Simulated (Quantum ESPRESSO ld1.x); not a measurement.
Results of a calculation; reference values are marked as such.
Problem. These are the eigenvalues of the occupied orbitals of an atom or ion with whole-number occupations (Ry). Level of theory: Dirac Kohn-Sham, LDA (Slater exchange, Perdew-Zunger correlation), spin-unpolarised, spherical densities, point nucleus (ld1.x of Quantum ESPRESSO 7.5).

orbital  eigenvalue
1s1/2      -299.903
2s1/2      -58.6449
2p1/2      -54.9481
2p3/2      -54.6695

Which element is it, and in what charge state? The configuration may be excited. Open shells, if any, are shared by 2j + 1.

Solution. Z = 19, potassium, charge +13: K13+ in [He] 2s2 2p2. The list shows which subshells hold electrons but not how many an open one holds; the 1s level, -149.95 hartree, gives Z - s = 17.3 by -(Z - s)^2/2, which with screening and relativity narrows Z to a few neighbours, and the depths of the outer levels then fix element, charge and occupations together.
